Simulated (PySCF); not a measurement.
germanium monotelluride (GeTe), singlet, geometry from GFN2-xTB (core potentials on Te); DF-WB97M-V/def2-SVPD (PySCF).

The PySCF input:
```python
from pyscf import gto, scf, dft

mol = gto.M(
    atom='''
Ge   -0.000000   -0.000000   -1.458150
Te    0.000000    0.000000    0.897323
''',
    basis='def2-svpd',
    ecp={'Te': 'def2-svpd'},
    charge=0,
    spin=0,
    verbose=4,
)

mf = dft.RKS(mol)
mf.xc = 'wb97m_v'
mf = mf.density_fit(auxbasis='def2-universal-jkfit')
mf.kernel()
```

It wrote (shortened):

```
PySCF version 2.14.0

[INPUT] verbose = 4
[INPUT] num. atoms = 2
[INPUT] num. electrons = 56
[INPUT] charge = 0
[INPUT] spin (= nelec alpha-beta = 2S) = 0
[INPUT] symmetry False subgroup None
[INPUT] Mole.unit = angstrom
[INPUT] Symbol           X                Y                Z      unit          X                Y                Z       unit  Magmom
[INPUT]  1 Ge     0.000000000000   0.000000000000  -1.458150000000 AA    0.000000000000   0.000000000000  -2.755504148535 Bohr   0.0
[INPUT]  2 Te     0.000000000000   0.000000000000   0.897323000000 AA    0.000000000000   0.000000000000   1.695694715273 Bohr   0.0

nuclear repulsion = 172.537786672384
number of shells = 27
number of NR pGTOs = 150
number of NR cGTOs = 73
basis = def2-svpd
ecp = {'Te': 'def2-svpd'}

******** <class 'pyscf.df.df_jk.DFRKS'> ********
method = DFRKS
initial guess = minao
damping factor = 0
level_shift factor = 0
DIIS = <class 'pyscf.scf.diis.CDIIS'>
diis_start_cycle = 1
diis_space = 8
diis_damp = 0
SCF conv_tol = 1e-09
SCF conv_tol_grad = None
SCF max_cycles = 50
direct_scf = False
XC library pyscf.dft.libxc version 7.1.2
    S. Lehtola, C. Steigemann, M. J. T. Oliveira, and M. A. L. Marques,  SoftwareX 7, 1–5 (2018)
XC functionals = wb97m_v
    N. Mardirossian and M. Head-Gordon,  J. Chem. Phys. 144, 214110 (2016)
radial grids:
    Treutler-Ahlrichs [JCP 102, 346 (1995); DOI:10.1063/1.469408] (M4) radial grids

becke partition: Becke, JCP 88, 2547 (1988); DOI:10.1063/1.454033
pruning grids: <function nwchem_prune>
grids dens level: 3
symmetrized grids: False
atomic radii adjust function: <function treutler_atomic_radii_adjust>
** Following is NLC and NLC Grids **
NLC functional = wb97m_v
radial grids:
    Treutler-Ahlrichs [JCP 102, 346 (1995); DOI:10.1063/1.469408] (M4) radial grids

becke partition: Becke, JCP 88, 2547 (1988); DOI:10.1063/1.454033
pruning grids: <function nwchem_prune>
grids dens level: 3
symmetrized grids: False
atomic radii adjust function: <function treutler_atomic_radii_adjust>
small_rho_cutoff = 0
Set gradient conv threshold to 3.16228e-05
Initial guess from minao.
tot grids = 42600
tot grids = 42600
******** <class 'pyscf.df.df.DF'> ********
auxbasis = def2-universal-jkfit
Create RSH-DF object <pyscf.df.df.DF object> for omega=0.3
******** <class 'pyscf.df.df.DF'> ********
auxbasis = auxmol.basis = def2-universal-jkfit
init E= -2315.89355698629
  HOMO = -0.77565780575928  LUMO = -0.466931499602262  gap/eV = 8.40087
cycle= 1 E= -2342.86205821271  delta_E=  -27  |g|= 2.56  |ddm|= 8.79
  HOMO = -0.0781027137136121  LUMO = -0.0155835262499236  gap/eV = 1.70123
cycle= 2 E= -2339.67237708734  delta_E= 3.19  |g|= 3.29  |ddm|=   16
  HOMO = -0.247232974456679  LUMO = -0.0256229671922564  gap/eV = 6.03032
cycle= 3 E= -2344.2917629038  delta_E= -4.62  |g|= 0.798  |ddm|= 14.5
  HOMO = -0.288269733229937  LUMO = -0.0997739526287959  gap/eV = 5.12923
cycle= 4 E= -2344.55537104576  delta_E= -0.264  |g|= 0.527  |ddm|= 2.18
  HOMO = -0.30197363749095  LUMO = -0.0371686797405427  gap/eV = 7.20571
cycle= 5 E= -2344.64546959223  delta_E= -0.0901  |g|= 0.114  |ddm|= 0.676
  HOMO = -0.329609941356257  LUMO = -0.0332563659028563  gap/eV = 8.06419
cycle= 6 E= -2344.65150512036  delta_E= -0.00604  |g|= 0.0391  |ddm|= 0.214
  HOMO = -0.331029322228899  LUMO = -0.0327679091801361  gap/eV = 8.11611
cycle= 7 E= -2344.6518345748  delta_E= -0.000329  |g|= 0.00677  |ddm|= 0.072
  HOMO = -0.329186936790224  LUMO = -0.0314781930486306  gap/eV = 8.10107
cycle= 8 E= -2344.65186767614  delta_E= -3.31e-05  |g|= 0.00543  |ddm|= 0.0311
  HOMO = -0.328805106894653  LUMO = -0.0317582982434265  gap/eV = 8.08306
cycle= 9 E= -2344.65188347412  delta_E= -1.58e-05  |g|= 0.0013  |ddm|= 0.014
  HOMO = -0.328688987070356  LUMO = -0.0318631291775296  gap/eV = 8.07704
cycle= 10 E= -2344.65188511217  delta_E= -1.64e-06  |g|= 0.000249  |ddm|= 0.0081
  HOMO = -0.328717037123458  LUMO = -0.0318393825643631  gap/eV = 8.07845
cycle= 11 E= -2344.65188516274  delta_E= -5.06e-08  |g|= 2.15e-05  |ddm|= 0.000944
  HOMO = -0.328716139541466  LUMO = -0.0318427822107725  gap/eV = 8.07834
cycle= 12 E= -2344.65188516337  delta_E= -6.33e-10  |g|= 3.44e-06  |ddm|= 0.000145
  HOMO = -0.328716867815723  LUMO = -0.0318427767104154  gap/eV = 8.07836
Extra cycle  E= -2344.65188516338  delta_E= -1e-11  |g|= 1.49e-06  |ddm|= 9.48e-06
converged SCF energy = -2344.65188516338
```
